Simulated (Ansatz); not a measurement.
Total energies of `S[SiH]1C[SiH2]N1`.

```json
{"atom": "S1", "x (Å)": "-1.118", "y (Å)": "2.261", "z (Å)": "1.306"}
{"atom": "Si2", "x (Å)": "-0.688", "y (Å)": "0.215", "z (Å)": "0.876"}
{"atom": "C3", "x (Å)": "-0.802", "y (Å)": "-0.364", "z (Å)": "-0.913"}
{"atom": "Si4", "x (Å)": "1.016", "y (Å)": "-0.825", "z (Å)": "-0.748"}
{"atom": "N5", "x (Å)": "0.980", "y (Å)": "-0.228", "z (Å)": "0.882"}
{"atom": "H6", "x (Å)": "-0.277", "y (Å)": "2.744", "z (Å)": "0.375"}
{"atom": "H7", "x (Å)": "-1.555", "y (Å)": "-0.491", "z (Å)": "1.855"}
{"atom": "H8", "x (Å)": "-1.022", "y (Å)": "0.426", "z (Å)": "-1.631"}
{"atom": "H9", "x (Å)": "-1.485", "y (Å)": "-1.197", "z (Å)": "-1.081"}
{"atom": "H10", "x (Å)": "1.314", "y (Å)": "-2.279", "z (Å)": "-0.868"}
{"atom": "H11", "x (Å)": "1.955", "y (Å)": "-0.098", "z (Å)": "-1.649"}
{"atom": "H12", "x (Å)": "1.683", "y (Å)": "-0.164", "z (Å)": "1.596"}
```

Charge 0, multiplicity 1. Geometry: relaxed with PBE0-D4/def2-TZVP. It is one conformer, not always the lowest. Basis def2-TZVPP, Ansatz.

RPA on PBE orbitals: Hartree–Fock energy of these orbitals -1071.89182 Eh, correlation -1.36872 Eh (frozen core).

```
functional  energy without D4 (Eh)  D4 term (kJ/mol)
   r2SCAN0             -1074.25742              -9.9
  PBE-QIDH             -1073.65053                 –
```

(1) Give the same for LDA (SPW92), PBE, revPBE, BLYP, r2SCAN, B97M-V, PBE0, B3LYP, r2SCANh, HSE06 (plane-wave form), BHLYP, CAM-B3LYP, LC-ωPBE, ωB97X-V, ωB97M-V, B2PLYP. (An estimate is asked.)

B3LYP takes the VWN-RPA correlation (the form of Gaussian; ORCA's B3LYP/G). HSE06 is the plane-wave form, built on full-range PBE exchange. The double hybrids freeze the cores in their second-order part.

Results:

(1) The calculation gave: 
| functional | energy without D4 (Eh) | D4 term (kJ/mol) |
| --- | --- | --- |
| LDA (SPW92) | -1069.87701 | – |
| PBE | -1073.80952 | -34.1 |
| revPBE | -1074.17967 | -94.4 |
| BLYP | -1074.34725 | -73.7 |
| r2SCAN | -1074.27761 | -8.3 |
| B97M-V | -1074.15811 | – |
| PBE0 | -1073.91487 | -29.1 |
| B3LYP | -1074.47044 | -55.3 |
| r2SCANh | -1074.26907 | -8.9 |
| HSE06 (plane-wave form) | -1073.88890 | -27.3 |
| BHLYP | -1074.35129 | -44.9 |
| CAM-B3LYP | -1074.38282 | -29.9 |
| LC-ωPBE | -1074.05767 | – |
| ωB97X-V | -1074.23332 | – |
| ωB97M-V | -1074.30345 | – |
| B2PLYP | -1073.95941 | – |

LC-ωPBE has ω = 0.4 bohr⁻¹.
